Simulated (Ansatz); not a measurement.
Born–Oppenheimer molecular dynamics of AlClFH$_{3}$O$_{2}$ (8 atoms, charge 0, multiplicity 1). It starts at the highest image of a converged band, a first-order saddle point between two minima.

Computed with Ansatz 0.2.0, RKS PBE-D4/6-31G*.

```json
{
 "ensemble": "NVE (velocity Verlet)",
 "time step": "0.5 fs",
 "steps asked": "200",
 "starting velocities drawn for": "100 K",
 "seed": "2467"
}
```

First frame:

```xyz
8
Properties=species:S:1:pos:R:3
Al 0.057 0.547 -0.153
O -0.013 -0.076 1.755
H -0.926 -0.425 1.883
O 1.380 -0.182 -0.976
H 1.930 -0.844 -0.525
Cl -1.940 -0.056 -0.660
F 0.189 2.151 0.339
H 0.014 0.793 2.219
```

How far do the bonds stretch over the last three quarters of this one trajectory? (Pairs bonded in most of those frames.)


```
   bond  mean (Å)  spread (Å)  shortest  longest
 Al1–O2     2.008       0.009      2.00     2.02
 Al1–O4     1.724       0.011      1.71     1.74
Al1–Cl6     2.153       0.030      2.11     2.19
 Al1–F7     1.681       0.006      1.67     1.69
  O2–H3     0.987       0.010      0.97     1.00
  O2–H8     0.984       0.008      0.97     1.00
  O4–H5     0.975       0.009      0.96     0.99
```

Mean temperature of the second half: 114 K. The conserved energy stayed within 0.042 meV per atom of its start (net change 0.027 meV per atom), so the integration is sound. A run of 0.1 ps of so small a system gives no equilibrium averages. The orbitals stay closed-shell, which can raise the energy where a bond breaks towards radicals; this wasn't checked here.

Run time: 4.3 min on 2 threads of Arm Neoverse V2, on a shared host, peak memory 0.13 GiB.
